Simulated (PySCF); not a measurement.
C4H8BN. Atoms are numbered in the order given.

```xyz
14

C      2.3332    -0.2326     1.2614
C      1.5988    -0.2075     0.2819
C      0.6798    -0.1576    -0.8477
B     -0.8292     0.1292    -0.3609
C     -1.5565    -0.8832     0.6110
N     -1.4706     1.2877    -0.8251
H      2.9924    -0.2592     2.1166
H      1.0249     0.6017    -1.5845
H      0.6959    -1.1370    -1.3793
H     -2.5740    -0.5707     0.9220
H     -1.6383    -1.8859     0.1377
H     -0.9434    -1.0333     1.5250
H     -1.0269     1.9709    -1.4401
H     -2.4227     1.5395    -0.5568
```

Geometry: PBE-D3(BJ)/def2-SVP. This is a generated structure with no PubChem entry under its InChIKey; it may be hypothetical. Other conformers were not sampled.

All values below come from PBE/pcSseg-1 run with PySCF.

GIAO shieldings, no solvent; atoms listed in one row are averaged. δ = σ(ref) − σ: ¹³C against TMS (σ = 182.0 ppm); ¹¹B against BF3 (σ = 83.9 ppm); ¹⁵N against NH3 (σ = 267.0 ppm); ¹H against TMS (σ = 31.49 ppm), references at their B3LYP-D3(BJ)/def2-TZVP geometries, non-relativistic.

Question: Estimate the chemical shifts. (Estimate from the structure and the level; the computed values follow.)

Answer: 
```tsv
nucleus	atoms	count	δ (ppm)
¹³C	C2	1	87.5
¹³C	C1	1	71.7
¹³C	C3	1	18.6
¹³C	C5	1	7.4
¹¹B	B4	1	30.9
¹⁵N	N6	1	119.9
¹H	H14	1	4.24
¹H	H13	1	4.15
¹H	H9	1	2.40
¹H	H8	1	2.03
¹H	H7	1	2.02
¹H	H10, H11, H12	3	1.06
```
